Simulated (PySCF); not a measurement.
C4H9BeF, SMILES C[C](C)(C)[Be][F] at its GFN2-xTB optimised geometry (Å):

```
15

Be    -1.0306     0.0648     0.0000
F     -2.4029     0.0603    -0.0095
C      0.7237     0.0648     0.0000
C      1.3121     1.0499     1.0279
C      1.3018    -1.3234     0.3355
C      1.2965     0.4632    -1.3738
H      2.4029     1.0197     0.9939
H      1.0000     0.7980     2.0390
H      0.9973     2.0704     0.8211
H      0.9904    -1.6516     1.3247
H      0.9782    -2.0704    -0.3861
H      2.3929    -1.2888     0.3192
H      0.9727    -0.2256    -2.1510
H      0.9811     1.4650    -1.6570
H      2.3877     0.4488    -1.3432
```

Calculation: PBE0/def2-TZVP run with PySCF. Cells within 0.4 Å of a nucleus heavier than hydrogen are left out (blank, or x).

Map of the HOMO amplitude (bohr^(-3/2)), clipped to [-0.25, 0.25] on the plane z = 0.0 Å; orbital energy -7.59 eV, overall sign arbitrary:

```
|5555555555555555555555555555555|
|5555555555555555555555555555555|
|5555555555555555555555555555555|
|5555555555555555555555555555555|
|5555555555555555555555555555555|
|5555555555555555555555555555555|
|5555555555555555555555555555555|
|5555555555555555555555555555555|
|5555555555555555555555555555555|
|5555555555555555555555555555555|
|5555555555554445555655555555555|
|5555555555544444456665555555555|
|5555555555544333456665555555555|
|5555555555543222246776555555555|
|555555xxx56xx2100xx976555555555|
|555555xxx66xx2100xx986555555555|
|5555555x5555x2111x7876555555555|
|5555555555544322346776544455555|
|5555555555544434456765444455555|
|5555555555544444567x54334445555|
|5555555555555555566x44334455555|
|5555555555555555566654444455555|
|5555555555555555566555444555555|
|5555555555555555555555555555555|
|5555555555555555555555555555555|
|5555555555555555555555555555555|
|5555555555555555555555555555555|
|5555555555555555555555555555555|
|5555555555555555555555555555555|
|5555555555555555555555555555555|
|5555555555555555555555555555555|
```
Scale: ten equal steps from -0.250 (start of '0') to 0.200 (end of '9'), in the order '0123456789'; x runs from -4.50 to 4.50, y from -4.50 (bottom) to 4.50 (top).
